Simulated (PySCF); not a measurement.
Point-charge models of `C[C@@H](F)/C=C/C(F)F` against its computed dipole.

Coordinates (GFN2-xTB, Å) and charges (e) from the PBE0/pcSseg-1 density (PySCF):

| atom | x | y | z | Mulliken | IAO | Hirshfeld | ESP-fitted |
| --- | --- | --- | --- | --- | --- | --- | --- |
| C1 | -2.266 | 0.433 | 0.063 | -0.2686 | -0.4350 | -0.1221 | -0.3940 |
| C2 | -1.220 | -0.473 | 0.704 | +0.2019 | +0.1875 | +0.0725 | +0.4999 |
| F3 | -1.295 | -1.724 | 0.123 | -0.3315 | -0.3304 | -0.1056 | -0.2920 |
| C4 | 0.159 | 0.090 | 0.558 | -0.1913 | -0.1448 | -0.0434 | -0.3148 |
| C5 | 1.126 | -0.471 | -0.147 | -0.2507 | -0.1987 | -0.0747 | -0.2454 |
| C6 | 2.499 | 0.111 | -0.282 | +0.5853 | +0.4460 | +0.1474 | +0.4734 |
| F7 | 2.790 | 0.361 | -1.586 | -0.3049 | -0.3068 | -0.1157 | -0.2352 |
| F8 | 2.623 | 1.295 | 0.365 | -0.3008 | -0.3054 | -0.0988 | -0.2329 |
| H9 | -3.252 | -0.015 | 0.164 | +0.1326 | +0.1558 | +0.0491 | +0.1041 |
| H10 | -2.045 | 0.561 | -0.993 | +0.1291 | +0.1563 | +0.0459 | +0.1372 |
| H11 | -2.262 | 1.404 | 0.549 | +0.1188 | +0.1514 | +0.0516 | +0.1042 |
| H12 | -1.446 | -0.628 | 1.769 | +0.1225 | +0.1458 | +0.0476 | +0.0046 |
| H13 | 0.321 | 1.021 | 1.082 | +0.1269 | +0.1629 | +0.0486 | +0.1822 |
| H14 | 0.979 | -1.394 | -0.688 | +0.1300 | +0.1712 | +0.0487 | +0.1700 |
| H15 | 3.285 | -0.563 | 0.102 | +0.1006 | +0.1441 | +0.0492 | +0.0386 |

Compute μ = Σ q r for each scheme (1 e·Å = 4.803 D) and compare with the dipole of the full density.

The full density gives (-1.25, -0.03, 1.61) D, 2.04 D in size; dipole vectors point from the negative to the positive end.

```tsv
scheme	μx	μy	μz	size (D)	share of the full size (%)	angle to the full dipole (°)
Mulliken	-1.64	0.38	2.20	2.76	135	9
IAO	-1.40	-0.15	2.62	2.98	146	10
Hirshfeld	-0.93	-0.03	1.07	1.42	69	3
ESP-fitted	-1.24	-0.02	1.62	2.04	100	0
```

Which set comes closest?

Length of the difference vector: ESP-fitted 0.01 D, Hirshfeld 0.63 D, Mulliken 0.81 D, IAO 1.03 D. Closest: ESP-fitted. ESP charges are fitted to the potential around the molecule, whose slowest-falling term is the dipole's. 

What is left for the Hirshfeld atoms' own dipoles?

The shares of the density sum to the whole, so what Σ q r misses lies in dipoles about the nuclei. The atomic dipoles sum to (-1.25, -0.03, 1.61) − (-0.93, -0.03, 1.07) = (-0.32, 0.00, 0.54) D, 0.63 D in size.

With the origin at the mean of the coordinates, (0.000, 0.001, 0.119) Å, which are the largest single terms, by size, of the IAO dipole along the direction of the full one?

F7 +4.51, C6 -3.96, C1 -2.80, F8 +2.10, H12 +1.54 D; all 15 atoms together +2.93 D. The single terms depend on the origin, their sum doesn't.

Give the size of the full dipole in other units.

2.04 D = 0.802 au = 0.425 e·Å = 6.80 × 10⁻³⁰ C·m.

Isolated species at its GFN2-xTB geometry (one conformer only).

These values come from a run that also computed NMR shieldings. On one thread, Arm Neoverse N1 (aarch64), shared host with 64 logical CPUs at a one-minute load of 61, this took 41 s of wall time and 0.93 GiB of memory at its peak.

Conformer computed: `[CH3:1][C@@H:2]([F:3])/[CH:4]=[CH:5]/[CH:6]([F:7])[F:8]`: C1–C2–C4–C5 -115°, C4–C5–C6–F7 -120°.
